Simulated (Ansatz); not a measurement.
Stepwise reaction of `[F][In]([Br])[Br]` with water, as a gas-phase model of exchange steps in deposition or etching. ΔE in kJ/mol; ΔG adds harmonic PBE0-D4 terms to CCSD(T)/CBS, at 1 bar.

Gas-phase electronic energies from Ansatz, PBE0-D4/def2-TZVP geometries. CCSD(T)/CBS adds triple-zeta CCSD(T) − MP2 to the extrapolated MP2 energy (def2 sets, frozen cores). This one scheme is used for every species. Functionals use def2-TZVPP. B3LYP here is the variant with VWN-RPA as its local correlation; programs differ in this. def2 core potentials past Kr. For Br, In outer-core shells are correlated without core-valence functions, which leaves a few kJ/mol of doubt a bond. Scalar relativity is left out up to krypton. One conformer a species, not always the lowest.

```
step                                               reaction  PBE-D4  B3LYP-D4  ωB97M-V  CCSD(T)/CBS  ΔG(600 K)
   1  `[F][In]([Br])[Br]` + H₂O → `[OH][In]([F])[Br]` + HBr   100.3     104.9    105.6        106.7       96.7
```

Question: Give the row of step 2, `[OH][In]([F])[Br]` + H₂O → `[OH][In]([OH])[F]` + HBr. (Best estimate.)

Answer: The calculation gave: 
| step | reaction | PBE-D4 | B3LYP-D4 | ωB97M-V | CCSD(T)/CBS | ΔG(600 K) |
| --- | --- | --- | --- | --- | --- | --- |
| 2 | `[OH][In]([F])[Br]` + H₂O → `[OH][In]([OH])[F]` + HBr | 102.3 | 105.8 | 106.8 | 107.5 | 100.6 |

Question: By hand: ΔE of the 2 steps together at CCSD(T)/CBS.

Answer: (106.7) + (107.5) = 214.2 kJ/mol, or 107.1 kJ/mol a step.

In ΔE the steps differ by no more than 0.8 kJ/mol. All are uphill at CCSD(T)/CBS. ΔG lies between 96.7 and 100.6 kJ/mol a step. PBE-D4 differs from CCSD(T)/CBS by -6.4 to -5.2 kJ/mol a step. Isolated molecules leave out the surface, adducts and barriers. Largest T1 diagnostic: 0.017.
